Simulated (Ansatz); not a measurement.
C2H9AlS, SMILES `[CH3][AlH-]([CH3])[SH2+]`, relaxed with RKS PBE-D4/def2-SVP in the Gaussian-basis code of Ansatz from a rough embedded geometry. The force threshold is 0.03 eV/Å; the program also tests the step.

Charge 0, multiplicity 1.

Start:

```xyz
13

C    -0.398   -1.088    1.312
Al    0.185    0.514    0.382
C     1.469   -0.024   -0.997
S    -1.521    1.461   -0.616
H    -1.138   -0.795    2.162
H    -0.934   -1.813    0.665
H     0.449   -1.622    1.815
H     0.915    1.486    1.381
H     2.313   -0.561   -0.582
H     0.967   -0.738   -1.751
H     1.807    0.864   -1.586
H    -1.385    1.517   -1.954
H    -2.728    0.799   -0.231
```

Q: By how much does the energy fall, and how many steps does the optimiser take? (Best estimate.)

A: The calculation gave: 1.29 eV, in 19 steps, 2 of them rejected.

Q: Which bonds change most? (Estimate.)

A: The calculation gave: Al2–S4 from 2.191 to 2.614 Å; S4–H13 from 1.429 to 1.364 Å; C1–H5 from 1.164 to 1.111 Å; C1–Al2 from 1.942 to 1.986 Å.

Q: Give the relaxed structure. (Best estimate.)

A: Computed: 
```xyz
13

C    -0.548   -1.137    1.248
Al    0.470    0.378    0.465
C     1.654    0.050   -1.092
S    -1.472    1.560   -0.826
H    -1.380   -0.810    1.909
H    -0.973   -1.820    0.481
H     0.121   -1.760    1.882
H     0.762    1.658    1.408
H     2.613   -0.399   -0.750
H     1.221   -0.663   -1.827
H     1.923    0.979   -1.638
H    -1.996    0.460   -1.438
H    -2.394    1.503    0.177
```
